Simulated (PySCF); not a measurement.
**Correlation energy of P⁺ (phosphorus, charge +1)**

[Ne] 3s1 3p3, high-spin 5S determinant (an excited configuration). Computed with PySCF 2.14 in aug-cc-pV(D+d)Z (5s4p3d, 32 functions), with the non-relativistic Hamiltonian (point nucleus). Frozen: [Ne]; 4 electrons correlated.

```csv
level,correlation energy (mhartree)
CCSD,-25.79
(T),-0.11
CCSD(T),-25.90
CCSDT,-25.95
FCI,-25.95
```

Diagnostics: T1 = 0.0012, D1 = 0.0025, largest double amplitude 0.046, weight of the Hartree-Fock determinant in FCI 0.9809 (17550 determinants).

Problem. Is a single reference adequate?

Solution. Yes: T1 lies below 0.03 and no double amplitude reaches 0.07.
